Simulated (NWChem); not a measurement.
Species: AlSiH3O2F2; SMILES [Al]([OH])([SiH](F)F)[OH]

```xyz
9

Si    -0.4527     1.3369    -0.0216
F      0.1887     2.0163     1.3267
F      0.3115     2.0158    -1.3045
Al     0.0038    -1.0614    -0.0003
O     -1.3647    -2.0941    -0.0402
O      1.6484    -1.5329     0.0520
H     -1.8874     1.7813    -0.0886
H     -1.3801    -3.0631    -0.0380
H      2.0287    -2.4235     0.0667
```
Atoms are numbered in this order, from 1.

Results from NWChem. Pople sets run with spherical d functions. Structure relaxed at the PBE-D3(BJ)/def2-SVP level. Atomic charges in e: unrestrained fits to the electrostatic potential beside Mulliken populations; buried atoms are poorly determined by the fit.

For level Hartree-Fock/6-31G*:

- Mulliken Si1 = 1.18
- Mulliken F2 = -0.55
- Mulliken F3 = -0.55
- ESP Al4 = 1.06
- Mulliken Al4 = 1.04
- ESP O5 = -0.98
- Mulliken O5 = -0.95

### Question
What are these values for level B3LYP/def2-SVP?

### Answer
- Mulliken Si1 = 0.70
- Mulliken F2 = -0.35
- Mulliken F3 = -0.35
- ESP Al4 = 0.85
- Mulliken Al4 = 0.65
- ESP O5 = -0.83
- Mulliken O5 = -0.46
